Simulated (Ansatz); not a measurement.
Basis-set extrapolation for `[NH2][Al]1[SiH2][S]1` (PBE0-D4/def2-TZVP geometry, frozen core, Ansatz 0.2.0). Multiplicity 1, RHF reference.

|  | def2-TZVPP | def2-QZVPP |
| --- | --- | --- |
| HF | -985.291315 | -985.320687 |
| MP2 correlation | -0.576944 | -0.623348 |
| CCSD(T) correlation | -0.647123 | not run |

Energies in hartree. Use E(X) = E(∞) + A·exp(−7.88·√X) for Hartree–Fock and E(X) = E(∞) + B·X^(−2.97) for correlation, with X = 3 and 4, and add CCSD(T) minus MP2 of the smaller set to the MP2 limit.

Q: What is the CCSD(T) energy at the basis-set limit?

A: HF limit: -985.320687 + (-0.029372) × 0.13774 = -985.32473. MP2 limit: -0.623348 + (-0.046404) × 0.74074 = -0.65772. Higher-order term: -0.647123 − (-0.576944) = -0.07018. Total: -986.05263 hartree, 299.8 kJ/mol below CCSD(T)/def2-TZVPP.
